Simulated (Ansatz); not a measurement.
A run for Ansatz (a quantum-chemistry and plane-wave program): R-B3LYP/def2-TZVPPD on BH3 (SMILES B) with ghost functions, monomers drawn apart or pushed together. Files ending in .json are basis or fitting sets from the Basis Set Exchange.

Ansatz 0.2 input:
```yaml
crystal:
  periodic: [false, false, false]
  atoms:
    - {symbol: B, position_ang: [-0.36909182, 0.18655702, 0.06854439]}
    - {symbol: H, position_ang: [0.49231734, -0.27412389, -0.64166944]}
    - {symbol: H, position_ang: [-1.46553805, -0.26248684, -0.16558581]}
    - {symbol: H, position_ang: [-0.35145446, 1.39341045, 0.11158590]}
basis:
  gaussian:
    orbitals: def2-TZVPPD.json
    ghost_atoms:
      - {symbol: C, position_ang: [0.52152313, -1.02972196, 3.75946795]}
      - {symbol: C, position_ang: [0.19789907, -0.58799824, 2.41863375]}
      - {symbol: N, position_ang: [-0.05741714, -0.23936137, 1.36060042]}
      - {symbol: H, position_ang: [1.40688579, -1.66610175, 3.73769803]}
      - {symbol: H, position_ang: [0.71941569, -0.16755160, 4.39729387]}
      - {symbol: H, position_ang: [-0.31251119, -1.59564627, 4.17592383]}
hamiltonian:
  xc: {name: B3LYP}
scf: {lower_state_search: off}
```

Problem. Give the final energy of this run.

Solution. -26.6018 hartree.
